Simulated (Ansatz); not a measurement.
Reaction (redistribution): `C=C=[N][SbH2]` + `BCO[SiH3]` → `[SiH3][O][SbH2]` + `BCN=C=C`

Gas-phase electronic energies from Ansatz, PBE0-D4/def2-TZVP geometries. CCSD(T)/CBS is the MP2 limit (def2-TZVPP, def2-QZVPP) plus CCSD(T) − MP2 in def2-TZVPP, frozen cores. Functionals use def2-TZVPP. B3LYP here is the variant with VWN-RPA as its local correlation; programs differ in this. Elements past krypton have def2 core potentials. For Sb outer-core shells are correlated without core-valence functions, which leaves a few kJ/mol of doubt a bond. One conformer a species, not always the lowest.

| level | ΔE (kJ/mol) |
| --- | --- |
| B97M-V | -34.0 |
| revPBE | -30.1 |
| BLYP | -30.8 |
| B3LYP | -31.7 |

Q: What does CCSD(T)/CBS give? (Best estimate.)

A: The calculation gave: -36.3 kJ/mol. The listed levels differ from it by 2.3, 6.2, 5.5, 4.6 kJ/mol.

Largest T1 diagnostic among the species: 0.015.

Leaving LDA and LC-ωPBE aside and taking each functional with its dispersion term where it has one, the values, not all of them listed here, spread over 5.6 kJ/mol, from B97M-V to revPBE-D4.
